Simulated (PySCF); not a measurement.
**Threshold energies of MoCl in a plasma**

CCSD(T) in PySCF with def2-TZVPPD on every atom (core potentials on Mo), for the lowest determinant that a PBE0 search found; no spin–orbit coupling.

| species | state (unpaired electrons) | Re (Å) | ωe (cm⁻¹) | energy of the minimum from the neutral (eV) | De (eV) | dissociates to |
| --- | --- | --- | --- | --- | --- | --- |
| MoCl | sextet (σ ↑, π ↑↑, δ ↑↑) | 2.298 | 378 | 0.00 | 3.68 | Mo (4d5 5s1) + Cl |
| MoCl⁺ | quintet (π ↑↑, δ ↑↑) | 2.227 | 453 | 8.17 | 2.57 | Mo⁺ (4d5) + Cl |

Work out the lowest energy to break MoCl into atoms, from its vibrational ground state.

D0 = De − ωe/2 = 3.68 − 0.02 = 3.66 eV (CCSD(T)/def2-TZVPPD).

Work out the ionisation energy of the Mo atom at this level and the threshold of dissociative ionisation.

IE(Mo) = 8.17 + 2.57 − 3.68 = 7.06 eV, so Mo⁺ (4d5) + Cl + e⁻ appears at D0 + IE(Mo) = 10.72 eV (CCSD(T)/def2-TZVPPD). The measured IE(Mo) is 7.092 eV (NIST ASD).

These are thermodynamic thresholds; the onsets seen under electron impact lie higher where the geometry changes, and cross-sections peak well above them.

Correlated steps freeze 5 core orbitals. Spin–orbit coupling is left out, which matters for elements this heavy, above all for dissociation energies. For an ion De counts to the pair picked by the measured ionisation energies or electron affinities, which need not be the lowest pair at this level. With d or f electrons several states lie close, and the lowest PBE0 determinant need not be the measured ground state.
